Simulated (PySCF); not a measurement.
Be(SH)(SiH3) (BeH4SSi), SMILES [SiH3][Be][SH].

Coordinates come from a PBE0-D3(BJ)/def2-TZVP optimisation. One conformer was computed; it need not be the lowest.

The numbers are results of PySCF 2.14.0 with TDDFT-B3LYP/def2-SVPD, not measurements.

Vertical excitations. The molecule is in vacuum.

```tsv
state	energy (eV)	λ (nm)	f	main pairs
S1	4.84	256	0.000	HOMO→LUMO 99 %
S2	5.26	236	0.031	HOMO−1→LUMO 95 %
S3	5.72	217	0.017	HOMO−1→LUMO+1 92 %
S4	5.83	213	0.117	HOMO→LUMO+1 92 %
S5	6.12	203	0.062	HOMO→LUMO+2 93 %
S6	6.63	187	0.238	HOMO−1→LUMO+2 94 %
S7	6.78	183	0.004	HOMO−3→LUMO 94 %
S8	6.94	179	0.057	HOMO−4→LUMO 66 %, HOMO−2→LUMO 25 %
S9	6.98	178	0.054	HOMO−2→LUMO 62 %, HOMO−4→LUMO 23 %
S10	7.06	176	0.001	HOMO→LUMO+3 51 %, HOMO−2→LUMO+1 16 %, HOMO→LUMO+4 16 %
T1	4.32	287	0	HOMO−1→LUMO 97 %
T2	4.70	264	0	HOMO→LUMO 97 %
T3	4.75	261	0	HOMO−1→LUMO+1 96 %
T4	4.92	252	0	HOMO→LUMO+1 98 %
```
Triplets are in the Tamm–Dancoff approximation, which puts them higher than full response would, so one can lie above its singlet here.
